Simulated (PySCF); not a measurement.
# Multinuclear NMR of C$_{4}$H$_{12}$OSi

Bonds (- single, = double, # triple, : aromatic): C1-C2, C2-C3, C2-C4, C2-Si5, Si5-O6. C1 carries H7, H8, H9; C3 carries H10, H11, H12; C4 carries H13, H14, H15; Si5 carries H16, H17; O6 carries H18.

PySCF 2.14.0 with density-fitted response routines calculation with σ from GIAO-PBE0/pcSseg-1 and geometry from GFN2-xTB; one computed conformer, relativity neglected, averaged over atoms made equivalent by symmetry, fast rotation or ring inversion, gas phase.

**Question.** What are the 29Si shifts?

**Answer.** 
```
atoms                  environment  σ (ppm)  δ (ppm)
  Si5  silicon bonded to C, O, 2 H    355.5    -12.2
```

Shieldings were converted by a linear fit to measured shifts: 29Si (scatter 8.9 ppm rms, 25.8 ppm with the 6 outliers that the fit left out vs TMS, solution or neat liquid). A few per cent of atoms miss by over 2 rms, more outside the fitted compound classes.

On a 600 MHz spectrometer 29Si resonates near 119.2 MHz, so 1 ppm is 119.2 Hz.

**Question.** What are the 17O shifts?

**Answer.** 
| atoms | environment | σ (ppm) | δ (ppm) |
| --- | --- | --- | --- |
| O6 | oxygen bonded to Si, H | 323.2 | -27.7 |

Shieldings were converted by a linear fit to measured shifts: 17O (scatter 10.7 ppm rms, 12.2 ppm with the 3 outliers that the fit left out vs liquid water, solution or neat liquid). A few per cent of atoms miss by over 2 rms, more outside the fitted compound classes.

On a 400 MHz spectrometer 17O resonates near 54.2 MHz, so 1 ppm is 54.2 Hz.
